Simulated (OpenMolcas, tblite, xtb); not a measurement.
# GaHSCl (SMILES [SH][Ga][Cl]): methods side by side

GaHSCl: 4 atoms, total charge 0, spin state doublet. As SMILES, `[SH][Ga][Cl]`. The shape is that of a PBE0-D4/def2-TZVP optimisation.

```xyz
4

S    -1.0454    0.6854   -0.9529
Ga    0.0312   -1.1710   -0.3348
Cl    1.4599   -0.9750    1.2870
H    -0.3901    1.4004   -0.0195
```

Each level gives the dipole moment (D). The values are calculated.

```csv
level,kind,program,value (D),CPU time
GFN1-xTB,semi-empirical,tblite,2.33,under 2 s
GFN2-xTB,semi-empirical,tblite,1.06,under 2 s
IPEA1-xTB,semi-empirical,tblite,1.52,under 2 s
GFN0-xTB,semi-empirical,xtb,3.69,under 2 s
UHF/3-21G,Hartree–Fock,OpenMolcas,1.86,5.7 s
UHF/def2-SVP,Hartree–Fock,OpenMolcas,1.10,12 s
UB3LYP/6-31G* (spherical functions),global hybrid,OpenMolcas,0.87,41 s
UPBE0/def2-SVP,global hybrid,OpenMolcas,?,37 s
UB3LYP/6-31G* (Cartesian functions),global hybrid,OpenMolcas,0.88,43 s
US12h/pc-2,global hybrid,OpenMolcas,1.06,50 s
```

Question: Estimate the missing values from the other rows.

Answer: As computed at these levels: UPBE0/def2-SVP: 0.73 D. All-electron rows without a relativistic Hamiltonian named are non-relativistic. The values span 0.73 to 3.69 D. Magnitudes only: a small dipole may point the other way at some levels. Sets without polarisation functions give poor dipoles. Without the sets that lack polarisation functions the rows with a basis span only 0.73 to 1.10 D. CPU times are rough (shared hosts, several kinds of processor): they show what a rung costs within a factor of a few.
